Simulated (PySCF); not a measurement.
C3H2O, SMILES O=c1cc1.

Geometry: B3LYP-D3(BJ)/def2-SVP.

Method: PySCF with M06-2X/def2-TZVPD.

Symmetry labels are those of the subgroup C2v that the program uses (full group C2v).

List the valence orbital energies around the gap with their symmetry. (An estimate is asked for; the answer gives what the named calculation found.)


```json
[
 {"orbital": "HOMO−7", "symmetry": "B2", "energy (eV)": "-18.72"},
 {"orbital": "HOMO−6", "symmetry": "A1", "energy (eV)": "-18.11"},
 {"orbital": "HOMO−5", "symmetry": "A1", "energy (eV)": "-15.21"},
 {"orbital": "HOMO−4", "symmetry": "B1", "energy (eV)": "-13.94"},
 {"orbital": "HOMO−3", "symmetry": "B2", "energy (eV)": "-13.75"},
 {"orbital": "HOMO−2", "symmetry": "A1", "energy (eV)": "-12.48"},
 {"orbital": "HOMO−1", "symmetry": "B1", "energy (eV)": "-10.08"},
 {"orbital": "HOMO", "symmetry": "B2", "energy (eV)": "-8.51"},
 {"orbital": "LUMO", "symmetry": "A2", "energy (eV)": "-0.35"},
 {"orbital": "LUMO+1", "symmetry": "A1", "energy (eV)": "0.31"},
 {"orbital": "LUMO+2", "symmetry": "B2", "energy (eV)": "0.88"},
 {"orbital": "LUMO+3", "symmetry": "A1", "energy (eV)": "1.01"}
]
```
